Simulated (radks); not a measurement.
Rh VI, 40 electrons, occupied as [Kr] 4d4 (the NIST ground configuration). Calculated with a radial shooting solver on a logarithmic mesh with Libxc functionals: scalar-relativistic Kohn-Sham, SCAN, spin-polarised, spherical densities, finite nucleus; open shells are filled with parallel spins first (spin-orbit coupling, left out, can overturn this in heavy ions); meta-GGA in the generalised Kohn-Sham scheme; Fermi nuclear charge, rms radius 4.4945 fm.

X-ray form factor f0, the Fourier transform of the density (f0(0) = 40):

| sin(theta)/lambda (1/angstrom) | f0 (electrons) |
|---|---|
| 0.05 | 39.639 |
| 0.1 | 38.600 |
| 0.15 | 37.007 |
| 0.2 | 35.034 |
| 0.25 | 32.864 |
| 0.3 | 30.661 |
| 0.4 | 26.612 |
| 0.5 | 23.360 |
| 0.6 | 20.875 |
| 0.8 | 17.281 |
| 1 | 14.398 |
| 1.25 | 11.276 |
| 1.5 | 8.880 |
| 2 | 6.257 |
